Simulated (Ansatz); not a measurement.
`[SiH3][N]([SiH3])[AlH][Cl]` + H₂ → `[AlH2][Cl]` + `[SiH3]N[SiH3]` at 600 K and 1 bar (hydrogenolysis of the Al–N bond).

Isolated molecules relaxed with PBE0-D4/def2-TZVP in Ansatz; ΔE leaves out vibrations. CCSD(T)/CBS is the MP2 limit (def2-TZVPP, def2-QZVPP) plus CCSD(T) − MP2 in def2-TZVPP, frozen cores. This one scheme is used for every species. Each species was taken in one conformer, which may not be the lowest.

```json
{"species": "`[SiH3][N]([SiH3])[AlH][Cl]`", "CCSD(T)/CBS energy (Eh)": "-1339.00991", "H − E (kJ/mol)": "251.1", "S (J/(mol·K))": "520.6"}
{"species": "H₂", "CCSD(T)/CBS energy (Eh)": "-1.17544", "H − E (kJ/mol)": "43.9", "S (J/(mol·K))": "150.8"}
{"species": "`[AlH2][Cl]`", "CCSD(T)/CBS energy (Eh)": "-703.04476", "H − E (kJ/mol)": "67.3", "S (J/(mol·K))": "293.7"}
{"species": "`[SiH3]N[SiH3]`", "CCSD(T)/CBS energy (Eh)": "-637.10515", "H − E (kJ/mol)": "230.1", "S (J/(mol·K))": "420.5"}
```

H − E and S are ideal-gas, rigid-rotor, harmonic terms from PBE0-D4/def2-TZVP, for one conformer and one mirror image of each species. The MP2-based limit puts H₂ 0.8 mEh under its directly extrapolated value; such offsets cancel only in part. 1 Eh = 2625.50 kJ/mol, R = 8.31446 J/(mol·K).

Q: By hand: ΔE, ΔH, ΔS and ΔG.

A: ΔE = (-703.04476) + (-637.10515) − (-1339.00991) − (-1.17544) = 0.03544 Eh = 93.0 kJ/mol. Δ(H − E) = 67.3 + 230.1 − 251.1 − 43.9 = 2.4, so ΔH = 95.4 kJ/mol. ΔS = 293.7 + 420.5 − 520.6 − 150.8 = 42.8 J/(mol·K). ΔG = 95.4 − 600 × (42.8)/1000 = 69.7 kJ/mol.

Q: By hand: the equilibrium constant, and the temperature at which ΔG would vanish if ΔH and ΔS stayed fixed.

A: log₁₀ K = −ΔG/(RT ln 10) = -6.1. ΔG = 0 at ΔH/ΔS = 2229 K.

ΔH outweighs TΔS. A doubt of 5 kJ/mol in ΔE shifts log₁₀ K by 0.4 here. Other conformers and mirror images would add mixing entropy, several J/(mol·K) or more a flexible species. Modes under 60 cm⁻¹, often nearly free rotors, make the harmonic entropy too high. These are equilibria of isolated gas molecules and say nothing of rates. Largest T1 diagnostic: 0.011 (customary marks: 0.02 for closed shells, 0.045 for open ones).
